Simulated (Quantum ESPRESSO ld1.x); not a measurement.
Q: These are the eigenvalues of the occupied orbitals of an atom or ion with whole-number occupations (eV). Calculated with ld1.x of Quantum ESPRESSO 7.5: scalar-relativistic Kohn-Sham, LDA (Slater exchange, Perdew-Wang correlation), spin-polarised, spherical densities, point nucleus.

1s up: -80745.5
1s down: -80745.5
2s up: -14265.8
2s down: -14265.8
2p up: -12339.2
2p down: -12339.2
3s up: -3383.41
3s down: -3383.38
3p up: -2824.75
3p down: -2824.71
3d up: -2227.39
3d down: -2227.33
4s up: -750.795
4s down: -750.719
4p up: -567.574
4p down: -567.497
4d up: -347.691
4d down: -347.601
5s up: -130.688
5s down: -130.214
4f up: -103.415
4f down: -103.291
5p up: -81.8841
5p down: -81.3238
5d up: -27.9121
5d down: -27.3221

Which element is it, and in what charge state? The configuration may be excited. Open shells, if any, are filled with parallel spins first.

A: Z = 79, gold, charge +2: Au2+ in [Xe] 4f14 5d9. The list shows which subshells hold electrons but not how many an open one holds; the 1s level, -2967.3 hartree, gives Z - s = 77.0 by -(Z - s)^2/2, which with screening and relativity narrows Z to a few neighbours, and the depths of the outer levels then fix element, charge and occupations together.
